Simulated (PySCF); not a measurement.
An unknown is described by computed data only.

Formula: C2H7F2NSi2.

- 13C NMR: chemical shifts (computed TMS as zero) by class: 86.0 (1 C), 18.8 (1 C) ppm [GIAO PBE0/pcSseg-1]
- 1H NMR: chemical shifts (computed TMS as zero) by class: 5.21 (1 H), 5.21 (1 H), 5.08 (1 H), 4.93 (1 H), 1.65 (1 H), 0.99 (1 H), 0.82 (1 H) ppm [GIAO PBE0/pcSseg-1]
- Rotational structure: rotational constants A, B, C: 2.494, 1.612, 1.181 GHz [GFN2-xTB]
- Polarisability: 76.6 au [CAM-B3LYP/def2-SVPD]
- Triplet: lowest triplet excitation (Tamm–Dancoff): 6.35 eV [TDA CAM-B3LYP/def2-SVPD]
- UV, strongest line: among the 8 lowest singlet transitions: S8 at 8.22 eV (151 nm, f = 0.071) [TDDFT CAM-B3LYP/def2-SVPD]

Electronic properties: PySCF, gas phase, density fitting. Levels stand in brackets. One conformer (not necessarily the lowest) at the GFN2-xTB geometry, without solvent, vibrations or thermal averaging. NMR classes are plain means over equivalent atoms (diastereotopic ones count apart unless rotation or inversion swaps them), as if these changed places fast.

Question: Propose a structure and show how it fits.

Answer: Numbering: `[F:1][C@@H:2]1[CH2:3][SiH2:4][NH:5][Si@@H:6]1[F:7]`. Its formula, C2H7F2NSi2, gives 1 degree of unsaturation: 1 ring and 0 π bonds in the structure found. 2 carbons fall into 2 classes; from least to most shielded: sp3 C–F carbon [C2] (86.0 ppm), ring sp3 carbon bound to silicon [C3] (18.8 ppm). Hydrogen classes from least to most shielded: 1 H on an SiH2 silicon, Si4 (5.21 ppm), 1 H on a fluorine-bound silicon, Si6 (5.21 ppm), 1 H on an sp3 C–F carbon, C2 (5.08 ppm), 1 H on an SiH2 silicon, Si4 (4.93 ppm), 1 H on an sp3 carbon bound to silicon, C3 (1.65 ppm), 1 H on an sp3 carbon bound to silicon, C3 (0.99 ppm), 1 H on a nitrogen bridging silicon atoms, N5 (0.82 ppm). The optimised geometry has point group C1 and is an asymmetric top. Structure: `C1[C@H]([Si@@H](F)N[SiH2]1)F`. The assignments are read from this structure; whether some other isomer fits the data as well wasn't checked. The mirror image fits equally.
